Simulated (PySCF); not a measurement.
3-methylideneoxolane (C5H8O), SMILES C=C1CCOC1.

Geometry optimised at PBE0-D3(BJ)/def2-SVP. The values are those of a single conformer.

Calculation: TDA-LC-ωPBE/def2-SVPD (PySCF).

Vertical excitations. The molecule is in vacuum.

**Question.** Give excitation energies, oscillator strengths and character. (An estimate is asked for; the answer gives what the named calculation found.)

**Answer.** 
```tsv
state	energy (eV)	λ (nm)	f	main pairs
S1	7.22	172	0.177	HOMO→LUMO 77 %
S2	7.57	164	0.037	HOMO→LUMO+1 67 %
S3	7.61	163	0.235	HOMO−1→LUMO 56 %, HOMO→LUMO 15 %, HOMO−2→LUMO 10 %
S4	7.86	158	0.034	HOMO−1→LUMO+1 38 %, HOMO→LUMO+2 26 %, HOMO−2→LUMO 7 %
S5	8.13	153	0.049	HOMO−2→LUMO 51 %, HOMO−1→LUMO 17 %, HOMO−3→LUMO 11 %
S6	8.57	145	0.002	HOMO→LUMO+2 24 %, HOMO→LUMO+3 16 %, HOMO→LUMO+5 15 %, HOMO−1→LUMO+1 14 %
S7	8.66	143	0.001	HOMO→LUMO+3 44 %, HOMO−1→LUMO+2 22 %, HOMO→LUMO+6 8 %
S8	8.97	138	0.010	HOMO−1→LUMO+3 22 %, HOMO−1→LUMO+4 11 %, HOMO→LUMO+7 9 %, HOMO→LUMO+6 9 %
S9	9.04	137	0.001	HOMO−1→LUMO+1 17 %, HOMO−1→LUMO+2 17 %, HOMO→LUMO+4 16 %, HOMO−1→LUMO+4 7 %
S10	9.20	135	0.065	HOMO−1→LUMO+6 16 %, HOMO−1→LUMO+4 15 %, HOMO−1→LUMO+3 14 %, HOMO→LUMO+5 13 %
T1	4.00	310	0	HOMO→LUMO 64 %, HOMO−1→LUMO 16 %
T2	7.08	175	0	HOMO−1→LUMO 50 %, HOMO−2→LUMO 19 %, HOMO→LUMO 13 %
T3	7.39	168	0	HOMO→LUMO+1 64 %
T4	7.57	164	0	HOMO→LUMO+2 20 %, HOMO−2→LUMO 18 %, HOMO−1→LUMO+1 18 %, HOMO−1→LUMO 11 %
```
Triplets are in the Tamm–Dancoff approximation.
